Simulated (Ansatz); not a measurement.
PbCl4. Charge 0, multiplicity 1. Geometry PBE-D4/def2-SVP.

```xyz
5

Pb    0.000    0.000    0.000
Cl    0.833   -2.243   -0.510
Cl    0.787    1.569   -1.705
Cl    0.827    0.697    2.195
Cl   -2.447   -0.023    0.020
```

In the def2 sets Pb takes a core potential; there is no spin–orbit coupling.

(1) Estimate the orbital energies around the gap (eV) in Ansatz with r2SCAN-D4/def2-TZVP, r2SCAN-D4/def2-TZVPD, PBE0-D4/def2-SVP, PBE0-D4/def2-TZVP, PBE0-D4/def2-TZVPD.

Results:

(1) 
| orbital | r2SCAN-D4/def2-TZVP | r2SCAN-D4/def2-TZVPD | PBE0-D4/def2-SVP | PBE0-D4/def2-TZVP | PBE0-D4/def2-TZVPD |
| --- | --- | --- | --- | --- | --- |
| HOMO−13 | -21.28 | -21.29 | -22.75 | -22.88 | -22.91 |
| HOMO−12 | -21.28 | -21.29 | -22.75 | -22.88 | -22.91 |
| HOMO−11 | -14.78 | -14.80 | -15.89 | -15.90 | -15.93 |
| HOMO−10 | -10.48 | -10.50 | -11.32 | -11.40 | -11.42 |
| HOMO−9 | -10.48 | -10.50 | -11.32 | -11.40 | -11.42 |
| HOMO−8 | -10.48 | -10.50 | -11.32 | -11.40 | -11.42 |
| HOMO−7 | -8.92 | -8.94 | -9.85 | -10.02 | -10.04 |
| HOMO−6 | -8.92 | -8.94 | -9.85 | -10.02 | -10.04 |
| HOMO−5 | -8.88 | -8.89 | -9.75 | -9.90 | -9.92 |
| HOMO−4 | -8.88 | -8.89 | -9.75 | -9.90 | -9.92 |
| HOMO−3 | -8.88 | -8.89 | -9.75 | -9.90 | -9.92 |
| HOMO−2 | -8.70 | -8.72 | -9.59 | -9.78 | -9.80 |
| HOMO−1 | -8.70 | -8.72 | -9.59 | -9.78 | -9.80 |
| HOMO | -8.70 | -8.72 | -9.59 | -9.78 | -9.80 |
| LUMO | -6.06 | -6.08 | -5.27 | -5.38 | -5.41 |
| LUMO+1 | -1.22 | -1.29 | -0.46 | -0.68 | -0.80 |
| LUMO+2 | -1.22 | -1.29 | -0.46 | -0.68 | -0.80 |
| LUMO+3 | -1.22 | -1.29 | -0.46 | -0.68 | -0.80 |
| LUMO+4 | 2.36 | 0.05 | 4.66 | 2.35 | -0.05 |
| LUMO+5 | 2.36 | 1.11 | 5.08 | 2.35 | 0.93 |
